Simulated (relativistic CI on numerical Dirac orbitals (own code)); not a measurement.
Sensitivity of the levels of Pd XXVI to α and to the nuclear radius

Method of calculation: Dirac-Coulomb-Breit CI, orbitals from a KLI potential per configuration, derivatives by finite differences, unscaled Slater integrals, QED left out (own radial code, finite nucleus).

Configuration list (outside the closed core [Ne]): 3s2 3p6 3d3, 3s2 3p5 3d4, 3s 3p6 3d4, 3p6 3d5, 3s2 3p6 3d2 4s, 3s2 3p6 3d2 4p, 3s2 3p6 3d2 4d, 3s2 3p6 3d2 4f. Levels of other configurations are missing.

With x = (α/α₀)² − 1 an excitation energy changes as ω = ω₀ + qx; K = 2q/ω₀ is the relative enhancement. Terms are leading LS components, so labels can repeat. The field-shift factor is F = δν/δ⟨r²⟩ for the transition from the lowest level.

Lowest level 3s2 3p6 3d3 4F_3/2.

```csv
Level,ω₀ (cm⁻¹),q (cm⁻¹),F (GHz/fm²)
3s2 3p6 3d3 4F_5/2,30378,40950,0.274
3s2 3p6 3d3 4F_7/2,54620,59410,0.409
3s2 3p6 3d3 4F_9/2,70724,58190,0.422
3s2 3p6 3d3 4P_3/2,77739,24660,0.14
3s2 3p6 3d3 4P_1/2,89270,37110,0.196
3s2 3p6 3d3 2G_7/2,114979,70950,0.512
3s2 3p6 3d3 2H_9/2,119795,75800,0.617
3s2 3p6 3d3 4P_5/2,126982,74720,0.428
3s2 3p6 3d3 2D_3/2,142881,84770,0.507
3s2 3p6 3d3 2P_1/2,152644,87900,0.608
3s2 3p6 3d3 2H_11/2,161419,87380,0.767
3s2 3p6 3d3 2D_5/2,175019,98000,0.55
3s2 3p6 3d3 2G_9/2,184446,131600,0.965
```

At this charge energies of transitions that change n are usually good to better than 1 %, and those within a shell (Δn = 0) to a few per cent. Terms inside the open d or f shell come out 10 to 20 % too wide with unscaled integrals.

Question: Which transition from the lowest level has the largest |K|?

Answer: 3s2 3p6 3d3 4F_5/2 at 30378 cm⁻¹, K = 2.7.
